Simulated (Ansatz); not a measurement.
Molecule: AlOCl, charge 1, multiplicity 2. SMILES of the parent species: [O]=[Al][Cl]

Atoms: Al1, O2, Cl3. Bonds: Al1-O2, Al1-Cl3.

Bond lengths (Å) and angles (degrees) optimised at HF/STO-3G with Ansatz (a first-principles code); HF/6-31G* with Ansatz; PBE/6-31G* with Ansatz; B3LYP/LANL2DZ with Ansatz; B3LYP/6-31G* with Ansatz; MP2/6-31G* with Ansatz, each started from the B3LYP-D3(BJ)/def2-TZVP structure (Ansatz) of the last column. A row stands for all coordinates that are equal there. 6-31G* holds six Cartesian d functions. No wavenumbers were computed at HF/STO-3G, PBE/6-31G*, B3LYP/LANL2DZ, MP2/6-31G*, so these may be saddle points.

```json
[
 {"coordinate": "Al1-O2", "HF/STO-3G": "1.721", "HF/6-31G*": "1.698", "PBE/6-31G*": "1.740", "B3LYP/LANL2DZ": "1.776", "B3LYP/6-31G*": "1.725", "MP2/6-31G*": "1.727", "B3LYP-D3(BJ)/def2-TZVP": "1.707"},
 {"coordinate": "Al1-Cl3", "HF/STO-3G": "2.015", "HF/6-31G*": "1.993", "PBE/6-31G*": "2.022", "B3LYP/LANL2DZ": "2.108", "B3LYP/6-31G*": "2.011", "MP2/6-31G*": "1.997", "B3LYP-D3(BJ)/def2-TZVP": "2.001"},
 {"coordinate": "O2-Al1-Cl3", "HF/STO-3G": "180.0", "HF/6-31G*": "180.0", "PBE/6-31G*": "180.0", "B3LYP/LANL2DZ": "180.0", "B3LYP/6-31G*": "180.0", "MP2/6-31G*": "180.0", "B3LYP-D3(BJ)/def2-TZVP": "180.0"}
]
```

Mean signed difference of all 2 bond lengths from B3LYP-D3(BJ)/def2-TZVP: HF/STO-3G 0.014 Å, HF/6-31G* -0.008 Å, PBE/6-31G* 0.027 Å, B3LYP/LANL2DZ 0.088 Å, B3LYP/6-31G* 0.014 Å, MP2/6-31G* 0.008 Å.
